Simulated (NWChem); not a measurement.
# CH7BO2Si; SMILES O([SiH3])B(O)C

```xyz
12

B     -0.0488     0.9316     0.0008
C     -0.9711     2.2136    -0.0007
H     -2.0378     1.9521     0.0072
H     -0.7795     2.8384    -0.8896
H     -0.7687     2.8500     0.8775
O      1.3155     1.0071     0.0005
H      1.6401     1.9114    -0.0006
O     -0.6076    -0.3117     0.0018
Si    -0.0351    -1.8817    -0.0004
H      1.4546    -1.9398    -0.0275
H     -0.5854    -2.5713    -1.2028
H     -0.5411    -2.5609     1.2272
```
Atoms are numbered in this order, from 1.

Computed with NWChem. Pople sets run with spherical d functions. All runs use the structure optimised with PBE0/def2-SVP. No frequency run checked for a minimum. Vzz is the largest principal value of the second derivative of the potential at the nucleus (NWChem prints the opposite sign); η is the asymmetry. Non-relativistic.

```
level            Vzz B1 (a.u.)  η B1  Vzz O6 (a.u.)  η O6  Vzz O8 (a.u.)  η O8
---------------  -------------  ----  -------------  ----  -------------  ----
B3LYP/def2-TZVP          0.367  0.42          1.299  0.14          0.910  0.41
B3LYP/def2-SVP               …  0.41              …  0.17              …  0.35
PBE/def2-SVP             0.296  0.42          1.298  0.15          0.924  0.34
PBE/6-31G*               0.286  0.42          1.266  0.19          0.911  0.32
```

Q: Some entries are withheld; supply them.

A: 
- B3LYP/def2-SVP, Vzz B1 (a.u.): 0.328
- B3LYP/def2-SVP, Vzz O6 (a.u.): 1.339
- B3LYP/def2-SVP, Vzz O8 (a.u.): 0.933
